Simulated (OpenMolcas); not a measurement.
Ru4+ with its 6 nearest fluoride ions, on the Ge site of Cs2GeF6 (a = 9.021 Å, distance in the model lattice 1.804 Å). The rest of the host is ab initio model potentials to 7.6 Å and point charges beyond; the distance is set by hand and nothing relaxes. Ligand basis ANO-RCC-VDZP.

| Quantity | Value |
| --- | --- |
| Program | OpenMolcas 26.06 |
| Method | SS-CASPT2, IPEA 0.25 Eh, imaginary shift 0.1 Eh (closed shells correlated: 4s 4p and the ligand valence shells) |
| Basis | ANO-RCC-VTZP [7s6p4d2f1g] |
| Scalar Hamiltonian | DKH2, point nucleus |
| Active space | 4 electrons in 5 orbitals (4d) |
| State averaging | 2S+1 = 5 even, 5 roots; 2S+1 = 3 even, 45 roots; 2S+1 = 1 even, 50 roots |
| Spin-orbit coupling | RASSI with atomic mean-field integrals over the reference wave functions |

All ligands move together. At R = 1.804 Å the first state of the same spin is 35130 cm-1, and at R = 1.93 Å it is 26420 cm-1.

A third run gives 29030 cm-1. What distance was it run at?

With a power law R^-n the two known points give n = -ln(26420 / 35130) / ln(1.93 / 1.804) = 4.22. Then R = 1.804 × (35130 / 29030)^(1/4.22) = 1.887 Å. The run was at 1.886 Å, so the estimate is off by +0.001 Å.

Roots that are degenerate in the reference are averaged as groups; the widest CASPT2 spread within a group is 970 cm-1 (the 3-fold group of multiplicity 3 near 108000 cm-1 above the lowest state of its run, R = 1.886). Shifts and gaps below about the spread of the groups concerned are not significant. Over all roots computed the reference weight is 0.68 to 0.71 in R = 1.804, 0.67 to 0.70 in R = 1.886, 0.67 to 0.70 in R = 1.93; a low but even weight reflects the number of correlated electrons. An orbital triplet at a regular site is open to Jahn-Teller coupling, which can distort the site and quench the lowest spin-orbit gaps and is left out. Ligand-to-metal charge-transfer states are missing. With no ligand orbital active B as a rule stays too high, so bands that hang on it stand too high and its fall with covalency is understated. With one d shell and no ligand orbital active, 10Dq can be off by a tenth or more. The least metal-like active orbital is 73 % on the metal (Löwdin) and no ligand orbital is active, so the numbers are rough (holds for R = 1.804). The least metal-like active orbital is 74 % on the metal (Löwdin) and no ligand orbital is active, so the numbers are rough (holds for R = 1.886; R = 1.93). No measured value stands beside these numbers; the geometry was set by hand and not optimised.
